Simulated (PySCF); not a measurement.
Start geometry of `C=CB(N)N` from GFN2-xTB (Å):
```
atom  x, y, z in Å
C1     2.039    0.121   -0.073
C2     0.841    0.606    0.332
B3    -0.582   -0.021    0.029
N4    -1.682    0.736    0.323
N5    -0.694   -1.316   -0.510
H6     2.953    0.634    0.152
H7     2.107   -0.747   -0.681
H8     0.876    1.526    0.923
H9    -1.685    1.671    0.716
H10   -2.651    0.405    0.165
H11    0.087   -1.899   -0.696
H12   -1.569   -1.744   -0.689
```

Problem. What comes out of this run: PySCF, PBE0-D3(BJ)/def2-SVP geometry optimisation, gas phase?

Solution. 
```
atom  x, y, z in Å
C1     1.998    0.166   -0.081
C2     0.836    0.546    0.462
B3    -0.573   -0.034    0.054
N4    -1.719    0.781    0.237
N5    -0.665   -1.337   -0.493
H6     2.961    0.600    0.209
H7     2.039   -0.602   -0.864
H8     0.877    1.341    1.221
H9    -1.650    1.736    0.555
H10   -2.658    0.505   -0.011
H11    0.122   -1.968   -0.496
H12   -1.527   -1.763   -0.801
```

The energy falls by 3.6 kcal/mol over 10 energy and gradient evaluations, the largest force component goes from 0.0631 to 3.5e-04 Eh/bohr, and the atoms move by 0.162 Å rms after alignment. The bond that changes most is B3–N4 (three-coordinate boron to boron-bound nitrogen), which lengthens by 0.051 Å. Bonds longer at the end by more than 0.005 Å: 7 of 11; shorter: 4. Among the angles that change most is B3–N4–H9, from 126.7° to 122.0°. Among the dihedrals that turn most is C1–C2–B3–N4, from -169° to -153°. Rotational constants go from 8640, 3738, 2618 to 8351, 3741, 2633 MHz. The orientation of the end geometry is arbitrary; only internal coordinates are fixed.

The run used 105 basis functions and 70 SCF cycles in all. Time: 59 s; peak memory 0.43 GiB. Hardware: one thread, Arm Neoverse N1 (aarch64) (shared host).

Stationary, but not proved a minimum.
